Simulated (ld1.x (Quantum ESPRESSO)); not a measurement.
# Ranking TM semilocal potentials for bismuth

All share these settings but for the change named:

```json
{
 "Element": "Bi (Z = 83)",
 "Generator": "ld1.x (Quantum ESPRESSO) 7.5",
 "Type": "norm-conserving Troullier–Martins (semilocal form)",
 "Functional": "PBE",
 "Relativity": "scalar-relativistic",
 "Frozen core": "[Xe] 4f14 5d10",
 "Valence charge": "5",
 "Reference configuration": "6s2 6p1.5 (charge +1.5)",
 "Partial waves": "6s (bound): rc 1.80 bohr; 6p (bound): rc 1.90 bohr",
 "Local potential": "the p channel",
 "Core correction": "a·sin(br)/r model core, default radius (core density twice the valence density)"
}
```

Cutoff: the first of the cutoffs (Ry, on a coarse ladder) from which the occupation-weighted sum of valence levels, in a spherical-Bessel basis at the reference potential, stays within 10 and 1 mRy of its value at 400 Ry; the density cutoff is not measured.

The base gives 30 Ry.

Of 10 variants that were run, those that failed, showed a ghost or another fault, or gave nearly equal values are left out.

A variant can come out equal or close to the base.

Problem. Rank these variants from softest to hardest (loose cutoff).
A. wave 6p (bound): rc 1.90 bohr becomes 6p (bound): rc 2.00 bohr
B. wave 6p (bound): rc 1.90 bohr becomes 6p (bound): rc 1.78 bohr
C. wave 6p (bound): rc 1.90 bohr becomes 6p (bound): rc 2.50 bohr

Solution. C (25 Ry), A (30 Ry), B (35 Ry).
